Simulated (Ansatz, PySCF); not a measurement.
Breaking the C3–H5 bond in C2H6Zn (SMILES C[CH2][ZnH]) (multiplicity 1 held, fragments rigid). Energies count from the point at 1.095 Å.
Geometry at that point (charge 0, multiplicity 1):
```xyz
9

Zn    -0.104     0.148     0.834
H     -0.345     0.864     2.185
C      0.202    -0.760    -0.885
C      0.184     0.151    -2.121
H     -0.555    -1.544    -0.987
H      1.162    -1.283    -0.819
H      0.954     0.925    -2.068
H     -0.775     0.662    -2.237
H      0.360    -0.413    -3.043
```

R- and RO- levels are restricted; in cc, def2 and unpolarised 6-31G sets they are followed outwards from rest.

Correlated levels freeze the cores. Rows in 3-21G carry no dispersion term and start afresh at each structure; the Pople sets are all-electron and without relativity.

The values were computed with Ansatz (Gaussian orbitals); PySCF for 3-21G rows. Values without a source in brackets are computed.

Energies in kcal/mol.

```tsv
R (Å)	R-HF/3-21G	R-HF/def2-TZVPP	R-B3LYP/def2-TZVPP	R-MP2/def2-TZVPP
0.876	28.6	27.3	27.6	27.9
0.985	5.3	5.0	5.4	5.4
1.095	0.0	0.0	0.0	0.0
1.204	4.3	4.3	3.6	3.9
1.313	13.4	13.4	11.7	12.6
1.478	30.9	30.8	27.4	29.5
1.642	49.6	49.0	43.8	47.3
1.916	79.1	76.9	68.4	74.6
2.189	104.7	100.1	88.2	97.3
2.518	129.7	122.3	106.4	118.5
2.955	155.7	144.5	123.2	138.2
3.503	179.6	164.4	136.1	152.0
```

Doubts at one or more of the structures used: a restricted determinant that unrestricted orbitals would lower (R-HF/3-21G, R-HF/def2-TZVPP, R-B3LYP/def2-TZVPP, R-MP2/def2-TZVPP).

Ansatz is a first-principles code.
